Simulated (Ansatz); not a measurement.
Calculated with Ansatz (gas phase, PBE0-D4/def2-TZVP geometries, no zero-point term in ΔE). CCSD(T)/CBS is the MP2 limit (def2-TZVPP, def2-QZVPP) plus CCSD(T) − MP2 in def2-TZVPP, frozen cores. DFT in def2-TZVPP. Elements past krypton have def2 core potentials. For Br, Ga, Sn outer-core shells are correlated without core-valence functions, which leaves a few kJ/mol of doubt a bond. Scalar relativity is left out up to krypton. Each species was taken in one conformer, which may not be the lowest.

`[NH2][Ga]([NH2])[SH]` + `C[O][SnH2][Br]` → `[NH2][Ga]([NH2])[Br]` + `C[O][SnH2][SH]`  (redistribution)

| level | ΔE (eV) |
| --- | --- |
| PBE-D4 | 0.05 |
| B2PLYP | 0.03 |
| PBE | 0.04 |
| MP2/def2-TZVPP | 0.01 |
| CCSD/def2-TZVPP | 0.01 |
| CCSD(T)/def2-TZVPP | 0.01 |
| SCS-MP2/def2-QZVPP | 0.04 |
| CCSD/CBS(def2) | 0.07 |

Problem. What does CCSD(T)/CBS give? (An estimate is asked.)

Solution. Computed: +0.07 eV. The listed levels differ from it by -0.02, -0.04, -0.03, -0.06, -0.06, -0.06, -0.03, 0.00 eV.

Largest T1 diagnostic among the species: 0.013.
